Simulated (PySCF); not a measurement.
SMILES [SiH2]([SeH])O (H₄OSeSi) (PBE/def2-SVP optimised geometry):

```
7

O      1.118    -0.678     0.000
Si    -0.561    -0.678     0.000
Se    -1.534     1.415     0.000
H      1.534    -0.191     0.733
H     -0.942    -1.321    -1.294
H     -1.126    -1.415     1.185
H     -1.646     1.437     1.481
```

Computed with PBE/def2-TZVP run with PySCF 2.14.0.

Task: What are the frontier orbital energies and the dipole moment?

Result: HOMO-2 -8.03 eV, HOMO-1 -7.22 eV, HOMO -6.10 eV, LUMO -1.06 eV, LUMO+1 -0.79 eV; dipole moment 1.63 D.

On the same geometry PBE0/def2-TZVP (PySCF 2.14.0) gives HOMO-2 -9.46 eV, HOMO-1 -8.54 eV, HOMO -7.25 eV, LUMO -0.19 eV, LUMO+1 0.09 eV; dipole moment 1.70 D.

Meta-Löwdin charges at PBE/def2-TZVP: O1 -0.71, Si2 0.70, Se3 -0.24, H4 0.35, H5 -0.08, H6 -0.10, H7 0.08.
